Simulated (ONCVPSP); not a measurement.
Nd: one change to an ONCV potential, before and after

ONCVPSP 4.0.1 input, shortened (lines: element, Z, core and valence counts, functional; n l f; lmax; l rc ep ncon nbas qcut; lloc lpopt rc5 dvloc0; l nproj debl; icmod fcfact rcfact), LDA (Perdew-Wang 92), scalar-relativistic:

```
  Nd 60.00   10    4  -001012      upf
    1    0    2.00
    2    0    2.00
    2    1    6.00
    3    0    2.00
    3    1    6.00
    3    2   10.00
    4    0    2.00
    4    1    6.00
    4    2   10.00
    4    3    3.00
    5    0    2.00
    5    1    6.00
    5    2    1.00
    6    0    2.00
    2
    0    2.10    0.00    4    8    5.30
    1    2.00    0.00    4    8    7.20
    2    2.25    0.00    4    8    3.80
    4    5    1.85    3.00
    0    3    3.60
    1    2    2.20
    2    1    3.30
    3    2.00    1.00
```

Change: s: rc 2.78.

Cutoffs: the cutoffs (Ha) at which the residual kinetic energy of the hardest occupied pseudo-wave falls to 1 and 0.1 mHa per electron; they do not see the model core or the augmentation charge, which bear on the density cutoff. Errors are all-electron minus pseudo energies relative to the spin-unpolarised reference configuration.

Q: How do hardness, ghosts and transferability respond?

A: The potential gets neither clearly harder nor softer (16 Ha and 20 Ha → 16 Ha and 20 Ha); the p channel sets the loose cutoff, while the largest relative change is in s, which becomes softer; of the 4 tests that both files solve, the error grows in 3 and shrinks in 0 by more than 15 % and 0.3 meV (median size 3.2 → 5.7 meV); neither file shows a bound ghost. More of the atom is replaced by a form fitted at one configuration, so other configurations suffer.

| quantity | base | changed |
| --- | --- | --- |
| cutoff, loose | 16 Ha | 16 Ha |
| cutoff, tight | 20 Ha | 20 Ha |
| loose cutoff by channel | s 11 Ha, p 16 Ha, d 6.8 Ha | s 7.0 Ha, p 16 Ha, d 6.8 Ha |
| bound ghosts | none | none |
| GHOST(+) flags under 300 eV | s at 268.1 eV | s at 180.5 eV |
| error for 5s2 5p6 5d1 6s1, meV [ΔE 6.46 eV] | -1.1 | -1.7 |
| error for 5s2 5p6 5d1 6s0, meV [ΔE 18.16 eV] | -0.7 | -4.4 |
| error for 5s2 5p6 5d0 6s0, meV [ΔE 37.83 eV] | -43 | -45 |
| error for 5s2 5p6 5d2 6s1, meV [ΔE 1.17 eV] | -5.3 | -6.9 |
| p: phases at 2.03 bohr within 0.05 rad from the reference energy up to (Ha; the scan ends near 5) | to the end of the scan | to the end of the scan |
| d: phases at 2.28 bohr within 0.05 rad from the reference energy up to (Ha; the scan ends near 5) | 2.1 | 2.1 |
| rms error of d²Exc/dni dnj with the model core, mHa | 3.64 | 3.64 |
